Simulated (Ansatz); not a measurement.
The same path of BClF2 + FH (6 atoms, charge 0, multiplicity 1) was run twice with different band settings. Lost on the way: B1–Cl2, F5–H6. Made: B1–F5, Cl2–H6.

The calculation used Ansatz 0.2.0, RKS PBE-D4/def2-SVP.

Relaxed end points:

```xyz
6
Properties=species:S:1:pos:R:3
B 0.000 0.148 0.122
Cl -0.008 0.542 1.875
F 1.148 0.198 -0.535
F -1.152 0.127 -0.530
F 0.069 -1.988 0.552
H 0.064 -1.757 1.469
```

```xyz
6
Properties=species:S:1:pos:R:3
B 0.015 -0.382 -0.449
Cl 0.007 0.072 2.494
F 1.144 0.269 -0.677
F -1.152 0.199 -0.672
F 0.055 -1.669 -0.104
H 0.051 -1.219 2.358
```

Common settings: movable images 5; climbing image yes; optimiser quadratic models (default); start path through a guess of the saddle point; force threshold 0.05 eV/Å; iteration limit 60; end points relaxed.

| run | spring |
| --- | --- |
| 1 | 5.0 eV/Å² |
| 2 | 50.0 eV/Å² |

What does each run give, and how far can it be trusted?

Run 1: converged after 8 iterations, highest image 0.255 eV above the first end. A vibrational analysis at the climbing image gives one clearly imaginary mode, 660i cm⁻¹: a first-order saddle point.
Run 2: converged after 10 iterations, highest image 0.255 eV above the first end. Another band between the same ends (5 images) ends at a top of the same energy, where a vibrational analysis finds 1 clearly imaginary mode.
The orbitals stay closed-shell, which can raise the energy where a bond breaks towards radicals; this wasn't checked here.
